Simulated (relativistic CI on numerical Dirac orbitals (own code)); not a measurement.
## One change at a time: Sn XVI

Base calculation: Dirac-Coulomb-Breit CI, separate exchange-only KLI orbitals for each configuration, model QED (radiative potential, 1s self-energy scaled to tabulated hydrogen-like ionisation energies), unscaled Slater integrals.

CI space (outside the closed core [Ar] 3d10): 4s²4p⁵, 4s4p⁶, 4s²4p⁴4d, 4s4p⁵4d, 4s²4p⁴4f, 4s4p⁵4f, 4p⁶4d, 4s4p⁴4d², 4s²4p⁴5s, 4s²4p³4d4f, 4s²4p⁴5p, 4p⁵4d², 4p⁴4d³, 4p⁴4d²4f, 4p⁴4d²5s. Double excitations out of closed p, d and f shells are left out; levels of such configurations are missing from the list, as are those of other unlisted configurations, and high levels can miss mixing partners. These lack a partner that the ground configuration has and come out too high: 4s²4p⁴5p.

Variants: (1) valence Slater integrals scaled by 0.9; (2) only the first 3 configurations. Shifts of the energy above 4s²4p⁵ ²P°3/2, in cm⁻¹, for the lowest level and the first level of each name with at least 55 % of one term (blank where a level changes its place among those of its configuration and J or its character, or is not in the variant):

```
         Level    Base    Δ(1)    Δ(2)
 4s²4p⁵ ²P°3/2       0       0       0
 4s²4p⁵ ²P°1/2   78109    +127    +781
   4s4p⁶ ²S1/2  404614  +11777  +12225
4s²4p⁴4d ⁴D3/2  522167   +7221  +12458
4s²4p⁴4d ⁴D5/2  522542   +7528  +11666
4s²4p⁴4d ⁴D7/2  530083   +7513  +11106
4s²4p⁴4d ⁴F9/2  550973   +5151  +10595
4s²4p⁴4d ⁴P1/2  573878   +4517  +17606
4s²4p⁴4d ⁴D1/2  584996   +7882        
4s²4p⁴4d ⁴F5/2  592954   +3516  +11075
4s²4p⁴4d ²G7/2  630868   +3614  +13682
4s²4p⁴4d ²F5/2  637516          +16428
4s²4p⁴4d ²G9/2  642325   +3690  +11955
4s²4p⁴4d ²S1/2  722651   -7878  +28787
```

At this charge energies of transitions that change n are usually good to better than 1 %, and those within a shell (Δn = 0) to a few per cent.

Ionisation energy from the two ground configurations alone: base 406.552 eV; valence Slater integrals scaled by 0.9 406.672 eV. The NIST ASD value (theoretical) is 407 eV.

LS names give the leading component of a level, which can be under half, so a name can repeat, a term be missing and a line seem to break the LS rules.
